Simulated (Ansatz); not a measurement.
Mulliken charges of FGaH2S2, SMILES `[F][Ga]([SH])[SH]` from ωB97M-V/def2-TZVPP in Ansatz (PBE0-D4/def2-TZVP geometry).

```json
{"atom": "F1", "x (Å)": "-0.626", "y (Å)": "-1.922", "z (Å)": "0.639", "charge (e)": "-0.376"}
{"atom": "Ga2", "x (Å)": "-0.262", "y (Å)": "-0.307", "z (Å)": "0.073", "charge (e)": "0.570"}
{"atom": "S3", "x (Å)": "1.824", "y (Å)": "0.323", "z (Å)": "0.197", "charge (e)": "-0.237"}
{"atom": "S4", "x (Å)": "-1.950", "y (Å)": "0.850", "z (Å)": "-0.676", "charge (e)": "-0.217"}
{"atom": "H5", "x (Å)": "2.192", "y (Å)": "-0.860", "z (Å)": "0.721", "charge (e)": "0.137"}
{"atom": "H6", "x (Å)": "-1.179", "y (Å)": "1.916", "z (Å)": "-0.954", "charge (e)": "0.123"}
```

Problem. By hand: the dipole of these point charges (1 e Å = 4.8032 D).

Solution. Σ q r = (0.232, 0.405, -0.117) e Å, of length 0.481 e Å = 2.31 D.

Problem. How does the dipole of the full density compare? (Best estimate.)

Solution. Ansatz gave: (0.192, 0.294, -0.081) e Å, 1.73 D; the point charges give 1.34 times that, at 3° from its direction.

Point charges leave out the atoms' own dipoles, such as those of lone pairs, and Mulliken's split depends on the basis, so the two needn't agree.
